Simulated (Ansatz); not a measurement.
Consider the hydrogenolysis of a C–O bond: `CBOCO` + H₂ → `CBOC` + H₂O.

Program: Ansatz. Geometries: PBE0-D4/def2-TZVP. ΔE: electronic, gas phase. CCSD(T)/CBS is the MP2 limit (def2-TZVPP, def2-QZVPP) plus CCSD(T) − MP2 in def2-TZVPP, frozen cores. This one scheme is used for every species. Each species was taken in one conformer, which may not be the lowest.

```json
{"species": "`CBOCO`", "CCSD(T)/def2-TZVPP energy (Eh)": "-255.37046"}
{"species": "H₂", "CCSD(T)/def2-TZVPP energy (Eh)": "-1.17233"}
{"species": "`CBOC`", "CCSD(T)/def2-TZVPP energy (Eh)": "-180.23293"}
{"species": "H₂O", "CCSD(T)/def2-TZVPP energy (Eh)": "-76.33701"}
```

Problem. Work out ΔE.

Solution. ΔE = (-180.23293) + (-76.33701) − (-255.37046) − (-1.17233) = -0.02715 Eh = -71.3 kJ/mol. CCSD(T)/CBS gives -75.6 kJ/mol.

Problem. What do rigid-rotor, harmonic-oscillator terms from PBE0-D4/def2-TZVP frequencies (298.15 K, 1 bar) make of the CCSD(T)/CBS value? (An estimate is asked.)

Solution. The calculation gave: ΔZPE = +15.3 kJ/mol, ΔH = -61.2 kJ/mol, ΔS = 32 J/(mol·K), ΔG = -70.8 kJ/mol.

Largest T1 diagnostic among the species: 0.012.

The D4 term adds +3.9 kJ/mol with B3LYP and +2.2 kJ/mol with PBE0; it sums over pairs of atoms, weighted by their polarisabilities, and B3LYP, whose exchange is more repulsive, gets the larger term. At CCSD(T), def2-SVP lies +16.2 kJ/mol from the extrapolated value and def2-TZVPP +4.4 kJ/mol. Leaving LDA and LC-ωPBE aside and taking each functional with its dispersion term where it has one, the values, not all of them listed here, spread over 9.6 kJ/mol, from PBE-QIDH to revPBE-D4. LDA lies +7.9 kJ/mol from PBE without D4.

B3LYP here is the variant with VWN-RPA as its local correlation; programs differ in this.
